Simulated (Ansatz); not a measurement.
A geometry relaxed with B3LYP-D3(BJ)/def2-TZVP (Ansatz, a quantum-chemistry and plane-wave program), charge 0, multiplicity 2:

```xyz
2

H     -0.7374     0.0000     0.0000
Se     0.7374     0.0000     0.0000
```

Q: Write the SMILES of this molecule.

A: `[SeH]`
